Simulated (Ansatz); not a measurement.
System: C3H3N2, net charge -1, singlet state. It need not be the lowest isomer of its formula. Whether it binds its extra electron was not tested at this geometry. SMILES: c1[nH]n[c-]c1
Structure (B3LYP-D3(BJ)/def2-TZVP (Ansatz, a first-principles code) minimum search):
```xyz
8

C      0.6902    -1.0993     0.0170
C      1.1609     0.2743     0.0282
C      0.0709     1.1155     0.0015
N     -1.0196     0.3101    -0.0249
N     -0.6533    -1.0420    -0.0157
H      2.1943     0.5961     0.0533
H     -0.0296     2.1932    -0.0012
H     -1.9863     0.5916    -0.0485
```
Charge -1, spin multiplicity 1.

Parts of the frozen-core correlation energy in aug-cc-pVTZ (Ansatz, hartree). Frozen orbitals: 5; correlated occupied orbitals by spin: 13 and 13; virtual: 281 and 281. Spin-orbit coupling is left out. No relativistic terms.

| term | value |
|---|---|
| reference (HF) | -224.20995 |
| MP2 opposite-spin | -0.67823 |
| MP2 same-spin | -0.23971 |
| CCSD correlation | -0.91830 |
| (T) | -0.05332 |
| T1 diagnostic | 0.019 |
| largest doubles amplitude | 0.051 |
